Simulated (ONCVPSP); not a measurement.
**Ti: variants of one ONCV potential**

Base potential:

ONCVPSP 4.0.1 input, shortened (lines: element, Z, core and valence counts, functional; n l f; lmax; l rc ep ncon nbas qcut; lloc lpopt rc5 dvloc0; l nproj debl; icmod fcfact rcfact), revPBE, scalar-relativistic:

```
  Ti 22.00    3    3  -102130      upf
    1    0    2.00
    2    0    2.00
    2    1    6.00
    3    0    2.00
    3    1    6.00
    3    2    2.00
    2
    0    1.00    0.00    4    7    7.40
    1    1.65    0.00    3    7    7.30
    2    1.65    0.00    4    9    8.60
    4    5    0.75    0.00
    0    2    0.60
    1    3    0.80
    2    1    3.00
    2    0.25    1.10
```

In the s channel the program set the typed energies aside and used -2.887, 0.250 Ha. In the p channel the program set the typed energies aside and used -2.011, 0.250, 1.050 Ha.

Cutoffs, loose and tight: the cutoffs (Ha) at which the residual kinetic energy of the hardest occupied pseudo-wave falls to 1 and 0.1 mHa per electron. They do not see the model core or the augmentation charge, which bear on the density cutoff. Test errors are all-electron minus pseudo excitation energies from the reference, over the configurations 3s2 3p6 3d2 4s2; 3s2 3p6 3d2 4s1; 3s2 3p6 3d1; 3s1 3p6 3d2 4s2. A dash means not determined; rows that change the core or the reference have their own tests.

1 further variants are left out, since the program set their typed debl aside.

```tsv
change	outcome	cutoff, loose	cutoff, tight	bound ghosts	GHOST(+) flags above zero	largest test error (meV)
base	generated, projector energies reset by the program	87 Ha	118 Ha	none	s	-53
core correction Teter function, fcfact 2.5, rcfact 1.35	generated, projector energies reset by the program	87 Ha	118 Ha	none	s	-56
p: qcut 11.2	generated, projector energies reset by the program	87 Ha	118 Ha	none	s	+53
functional PBE	generated, projector energies reset by the program	87 Ha	118 Ha	none	s	+54
all radii but the core radius scaled by about 1.25 (s 1.24, p 2.06, d 2.06 bohr); local potential polynomial inside 0.94 bohr (lpopt 5, dvloc0 0 Ha)	generated, projector energies reset by the program	27 Ha	71 Ha	none	none	-133
```
